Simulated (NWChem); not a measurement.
## Correlation energy of Zn

```xyz
1

Zn     0.0000     0.0000     0.0000
```
Charge 0, spin multiplicity 1.

All runs are NWChem calculations.

Basis set: def2-TZVP. Each correlation energy counts from its own Hartree-Fock reference.

```
method        correlation energy (mHa)  difference from CCSD(T)
------------  ------------------------  -----------------------
CR-CCSD[T]                      -383.5                     +0.7
MP2                             -403.7                    -19.5
CR-CCSD(T)                      -382.4                     +1.8
CCSD                            -375.3                     +8.9
CCSD+T(CCSD)                    -385.6                     -1.4
SCS-MP2                         -359.8                    +24.4
CCSD(T)                         -384.2                      0.0
```

The values span 44.0 mHa, from MP2 (lowest) to SCS-MP2 (highest). 

The correlated methods keep 9 core orbitals frozen. Coupled-cluster values serve here as a point of comparison, not as the truth.
